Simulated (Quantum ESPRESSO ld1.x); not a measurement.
Problem. These are the eigenvalues of the occupied orbitals of an atom or ion with whole-number occupations (hartree). Calculated with ld1.x of Quantum ESPRESSO 7.5: Dirac Kohn-Sham, BP86, spin-unpolarised, spherical densities, point nucleus.

orbital  eigenvalue
1s1/2      -3142.75
2s1/2      -559.605
2p1/2      -537.125
2p3/2      -461.174
3s1/2      -134.063
3p1/2      -123.941
3p3/2      -107.056
3d3/2      -90.3841
3d5/2      -86.7798
4s1/2      -30.4344
4p1/2      -26.0760
4p3/2      -21.9709
4d3/2      -14.8676
4d5/2      -14.1021
5s1/2      -5.46543
4f5/2      -4.93592
4f7/2      -4.76689
5p1/2      -4.00368
5p3/2      -3.25954
5d3/2      -1.27257
5d5/2      -1.18978
6s1/2      -0.93857

Which element is it, and in what charge state? The configuration may be excited. Open shells, if any, fill j = l - 1/2 first.

Solution. Z = 81, thallium, charge +2: Tl2+ in [Xe] 4f14 5d10 6s1. The list shows which subshells hold electrons but not how many an open one holds; the 1s level, -3142.7 hartree, gives Z - s = 79.3 by -(Z - s)^2/2, which with screening and relativity narrows Z to a few neighbours, and the depths of the outer levels then fix element, charge and occupations together.
